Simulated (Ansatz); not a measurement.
Two members of one family (Series [InX4]-), computed with Ansatz in the gas phase; def2 core potentials for In, no spin–orbit coupling. The two geometries come from different levels. A dash marks a value that wasn't run or was left out as unsound. The structures are stationary points that may keep the symmetry of their start. Remarks come from the PBE and PBE0 runs and from stability tests at other levels; not every state was tested. HOMO above LUMO (over both spins in singlets and doublets, within one spin in higher multiplets; at PBE or PBE0), or a gap under 0.15 eV within one spin, warns that the state may not be the lowest or that an electron is smeared out.

First: [InCl4]- (singlet, charge -1, PBE-D4/def2-SVPD geometry).

```xyz
5

In    0.000    0.000    0.000
Cl    0.044    1.155    2.140
Cl   -1.321    1.285   -1.588
Cl   -0.993   -2.202    0.287
Cl    2.271   -0.238   -0.839
```

```tsv
level	HOMO (eV)	vertical IE (eV)
PBE-D4/def2-TZVPD	-3.43	5.83
BLYP-D4/def2-TZVPD	-3.27	–
r2SCAN-D4/def2-TZVPD	-3.78	6.13
PBE0-D4/def2-TZVPD	-4.84	6.54
BHLYP-D4/def2-TZVPD	-6.10	–
```

Remarks: gap within one spin near zero at PBE or PBE0 (neutral doublet).

Second: [InF4]- (singlet, charge -1, PBE0-D4/def2-SVPD geometry).

Cartesian coordinates in Å:
```
In 0.000 0.000 0.000
F -0.983 -1.729 -0.225
F -1.165 1.308 0.970
F 0.477 0.737 -1.800
F 1.672 -0.315 1.055
```

**Question.** Estimate how these quantities change from the first to the second (second minus first).

**Answer.** 
```tsv
level	Δ HOMO (eV)	Δ vertical IE (eV)
PBE-D4/def2-TZVPD	-0.26	0.99
BLYP-D4/def2-TZVPD	-0.39	–
r2SCAN-D4/def2-TZVPD	-0.33	0.99
PBE0-D4/def2-TZVPD	-0.80	1.21
BHLYP-D4/def2-TZVPD	-1.48	–
```

Remarks: gap within one spin near zero at PBE or PBE0 (neutral doublet).
